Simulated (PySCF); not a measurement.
Ga₂F₆, optimised at HF/6-31G*:

```xyz
8

F     -1.5417    -2.2293     0.1699
Ga    -1.3677    -0.5341     0.1670
F     -2.6291     0.6007     0.3266
F     -0.1493     0.0084    -1.1748
Ga     1.3478     0.5264    -0.1406
F      1.5218     2.2217    -0.1435
F      2.6092    -0.6083    -0.3002
F      0.1294    -0.0161     1.2012
```

Computed with PySCF and rigid-rotor harmonic-oscillator thermochemistry at 1 bar. 6-31G* has spherical d functions here. All species are closed-shell singlets. B3LYP is the form with VWN-RPA correlation. Ga: all electrons, no relativistic terms. Ga₂F₆: computed as isolated molecules; such fragments, hydroxides, amides, oligomers or adducts are transient or little studied in the gas.

### Question
List the harmonic frequencies (cm⁻¹, unscaled) at this level and at the other levels, each on its own geometry.

### Answer
- HF/6-31G*: 54, 88, 130, 155, 181, 185, 186, 191, 284, 286, 422, 480, 529, 571, 728, 743, 808, 814
- B3LYP/6-31G*: 48, 81, 126, 141, 164, 166, 169, 175, 251, 260, 399, 464, 493, 520, 677, 690, 758, 762
- PBE/def2-SVP: 42, 76, 116, 132, 152, 160, 162, 165, 238, 250, 386, 451, 477, 501, 669, 682, 755, 759
- PBE0/def2-TZVP: 46, 78, 117, 138, 160, 166, 169, 170, 250, 257, 400, 457, 499, 527, 687, 702, 768, 774
